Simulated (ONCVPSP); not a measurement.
Reading a pseudo-wave (Ge)

Columns: radius, all-electron u(r) and pseudo u(r) of the 4p shell (level -3.90 eV) of germanium in the configuration [Ar] 3d10 4s2 4p2; PBE, scalar-relativistic, ONCV scheme, ONCVPSP 4.0.1.

```tsv
r (bohr)	all-electron	pseudo
0.103	0.1474	0.0027
0.205	0.0360	0.0108
0.308	-0.1392	0.0251
0.410	-0.2339	0.0452
0.513	-0.2400	0.0710
0.615	-0.1858	0.1017
0.718	-0.0990	0.1381
0.820	-0.0008	0.1793
0.923	0.0989	0.2252
1.025	0.1916	0.2732
1.128	0.2760	0.3226
1.230	0.3492	0.3715
1.332	0.4119	0.4197
1.435	0.4651	0.4662
1.538	0.5088	0.5081
1.640	0.5436	0.5431
1.743	0.5711	0.5710
1.845	0.5915	0.5915
1.948	0.6060	0.6060
2.050	0.6150	0.6150
2.153	0.6195	0.6194
2.255	0.6199	0.6199
2.358	0.6168	0.6168
2.460	0.6109	0.6109
2.562	0.6025	0.6025
2.665	0.5920	0.5920
```

(1) How many radial nodes do the two functions have?

(2) At about which radius was the pseudo-wave matched?

(3) Is the pseudo-wave norm-conserving?

Results:

(1) The all-electron 4p function has n − l − 1 = 2; the pseudo-wave has 0, since the states of the same l below it are removed with the core.

(2) 2.05 bohr. The columns agree to 0.0005 from 1.64 bohr on; several derivatives are matched, so the curves merge somewhat inside the radius.

(3) Yes: the ONCV scheme keeps the norm inside the radius equal to the all-electron one, which fixes the energy derivative of the logarithmic derivative at the level.
